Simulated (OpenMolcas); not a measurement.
## [B2H2Cl2]− (SMILES [BH2-]B(Cl)Cl): the vertical detachment energy from total energies

The species is [B2H2Cl2]− (6 atoms), meant as a doublet with charge -1. SMILES: `[BH2-]B(Cl)Cl`. The coordinates come from a GFN2-xTB relaxation.

Both states at this one shape; open shells run unrestricted unless said. 1 Eh = 27.2114 eV.

```
               level     program  doublet [B2H2Cl2]− (Eh)  singlet B2H2Cl2 (Eh)
   UBLYP/aug-cc-pVDZ  OpenMolcas              -971.370881           -971.296032
U-r2SCAN/aug-cc-pVDZ  OpenMolcas              -971.324042           -971.237524
  UM06-L/aug-cc-pVDZ  OpenMolcas              -971.406493           -971.328351
  UB3LYP/aug-cc-pVDZ  OpenMolcas              -971.454823           -971.373212
```

**Question.** Work out the vertical ionisation energy at each level.

**Answer.** 
1. UBLYP/aug-cc-pVDZ: -971.296032 − (-971.370881) = 0.074849 Eh = 2.04 eV.
2. U-r2SCAN/aug-cc-pVDZ: -971.237524 − (-971.324042) = 0.086518 Eh = 2.35 eV.
3. UM06-L/aug-cc-pVDZ: -971.328351 − (-971.406493) = 0.078142 Eh = 2.13 eV.
4. UB3LYP/aug-cc-pVDZ: -971.373212 − (-971.454823) = 0.081611 Eh = 2.22 eV.

No measured value is set beside it here; the levels span 2.04 to 2.35 eV.
